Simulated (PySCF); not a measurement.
A series of related compounds: `InChI=1S/C5H7PSi/c7-5-2-1-3-6-4-5/h1-4H,7H3`; `C(=O)c1cccpc1`, C₆H₅OP; `c1cpcc(C2CC2)c1`, C₈H₉P; SMILES CC(C)c1cccpc1, C₈H₁₁P; `InChI=1S/C7H7OP/c1-6(8)7-3-2-4-9-5-7/h2-5H,1H3`; SMILES CC(C)(C)c1cccpc1, C₉H₁₃P; `c1ccc(C(F)(F)F)cp1`, C₆H₄F₃P.

Theory: σ from GIAO-PBE0/pcSseg-1, GFN2-xTB geometry, in PySCF 2.14 (non-relativistic, in vacuum, a single conformation, averaged over atoms made equivalent by symmetry, fast rotation or ring inversion).

δ = σ(ref) − σ, references computed at the same level: H3PO4 for ³¹P.

Q: How does the ³¹P shift change along the series?

A: 
```csv
compound,change,δ (ppm),HOMO–LUMO gap (eV)
[SiH3]c1cccpc1,tBu replaced by SiH3,231.9,5.65
O=Cc1cccpc1,tBu replaced by CHO,233.2,5.23
c1cpcc(C2CC2)c1,tBu replaced by cPr,230.9,5.50
CC(C)c1cccpc1,tBu replaced by iPr,234.9,5.68
CC(=O)c1cccpc1,tBu replaced by COCH3,229.0,5.32
CC(C)(C)c1cccpc1,base,233.2,5.60
FC(F)(F)c1cccpc1,tBu replaced by CF3,237.0,5.69
```
